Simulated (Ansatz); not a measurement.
Consider the redistribution: `[SiH3]B(S)SS` + `B[SiH2]F` → `BB([SiH3])S` + `F[SiH2]SS`.

Calculated with Ansatz (gas phase, PBE0-D4/def2-TZVP geometries, no zero-point term in ΔE). CBS: MP2 limit from def2 TZ/QZ plus the TZ coupled-cluster correction, frozen cores. Functionals use def2-TZVPP. Each species was taken in one conformer, which may not be the lowest.

```
             level  ΔE (kJ/mol)  difference from CCSD(T)/CBS
         r2SCAN-D4        -17.8                         -5.6
          BHLYP-D4        -13.0                         -0.8
            B2PLYP        -14.7                         -2.5
RPA@PBE/def2-TZVPP         -6.5                          5.7
     CCSD/def2-SVP          4.5                         16.7
  CCSD(T)/def2-SVP          6.2                         18.4
     HF/def2-TZVPP        -15.5                         -3.3
   CCSD/def2-TZVPP        -11.4                          0.8
CCSD(T)/def2-TZVPP        -10.0                          2.2
      HF/CBS(def2)        -16.7                         -4.5
       CCSD(T)/CBS        -12.2                            0
```

Largest T1 diagnostic among the species: 0.016.

Leaving LDA and LC-ωPBE aside and taking each functional with its dispersion term where it has one, the values, not all of them listed here, spread over 6.7 kJ/mol, from B97M-V to BLYP-D4. In def2-TZVPP, CCSD(T) changes the Hartree–Fock value by +5.6 kJ/mol (the triples alone add +1.5 kJ/mol) and MP2 by +5.3 kJ/mol. The D4 term adds +4.9 kJ/mol with B3LYP and +2.8 kJ/mol with PBE0; it sums over pairs of atoms, weighted by their polarisabilities, and B3LYP, whose exchange is more repulsive, gets the larger term.

CCSD(T)/CBS has its own doubt, a few kJ/mol and more with outer-core shells, so smaller differences from it don't rank the levels.

B3LYP here is the variant with VWN-RPA as its local correlation; programs differ in this.
